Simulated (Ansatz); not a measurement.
A nudged elastic band was laid between two geometries of BClFH2N + ClH (8 atoms, charge 0, multiplicity 1).

Method: RKS revPBE/def2-SVP (Ansatz).

| Property | Result |
| --- | --- |
| movable images | 3 |
| climbing image | no |
| spring | 5.0 eV/Å² |
| optimiser | quadratic models (default) |
| start path | through a guess of the saddle point |
| force threshold | 0.05 eV/Å |
| iteration limit | 60 |
| end points | relaxed |

Initial state:

```xyz
8
Properties=species:S:1:pos:R:3
B -0.026 -0.285 -0.255
F 0.046 -0.328 1.102
Cl 1.500 -0.315 -1.171
N -1.274 -0.226 -0.890
H -2.149 -0.192 -0.367
H -1.377 -0.177 -1.902
Cl -0.048 2.960 1.802
H 0.141 1.678 1.897
```

Final state:

```xyz
8
Properties=species:S:1:pos:R:3
B -0.012 0.624 -0.577
F -0.063 -0.103 2.420
Cl 1.515 -0.169 -1.001
N -1.251 0.081 -0.928
H -1.337 -0.825 -1.388
H -2.135 0.523 -0.677
Cl 0.038 2.215 0.280
H 0.058 0.768 2.088
```

What changes between the two ends?

Bonds broken: B1–F2, Cl7–H8. Bonds formed: B1–Cl7, F2–H8. BClFH2N + ClH becomes BCl2H2N + FH.

What energy profile does the band end with?

The run converged. The highest image is number 3 of 0 to 4, 1.15 eV above the first end and 0.54 eV above the last; the last end lies 0.61 eV above the first. No image climbed, so the highest image needn't sit at the top of the path. So few images can step over the top or miss a turn of the path. The orbitals stay closed-shell, which can raise the energy where a bond breaks towards radicals; this wasn't checked here.

| image | path coordinate (Å) | energy (eV) | B1–F2 (Å) | Cl7–H8 (Å) | B1–Cl7 (Å) |
| --- | --- | --- | --- | --- | --- |
| 0 | 0.00 | 0.00 | 1.36 | 1.30 | 3.84 |
| 1 | 1.12 | 0.14 | 1.36 | 1.30 | 3.24 |
| 2 | 2.25 | 1.11 | 1.41 | 1.33 | 2.59 |
| 3 | 3.37 | 1.15 | 2.11 | 1.97 | 1.90 |
| 4 | 4.49 | 0.61 | 3.08 | 2.32 | 1.81 |

What is the geometry of the highest image?


```xyz
8
Properties=species:S:1:pos:R:3:forces:R:3
B 0.003 0.468 -0.292 0.02 0.58 -0.28
F -0.011 -0.123 1.736 -0.04 0.32 0.55
Cl 1.584 -0.219 -0.729 -0.05 -0.14 0.06
N -1.250 0.050 -0.777 0.00 0.06 -0.07
H -1.574 -0.913 -0.868 0.27 -0.02 -0.24
H -1.953 0.751 -0.993 -0.25 0.02 0.26
Cl 0.030 2.250 0.378 0.04 -0.21 -0.48
H -0.015 0.851 1.763 0.01 -0.61 0.19
```

Run time: 28 s on 2 threads of AMD EPYC 9R45 96-Core Processor (Zen 5), on a shared host, peak memory 0.15 GiB.
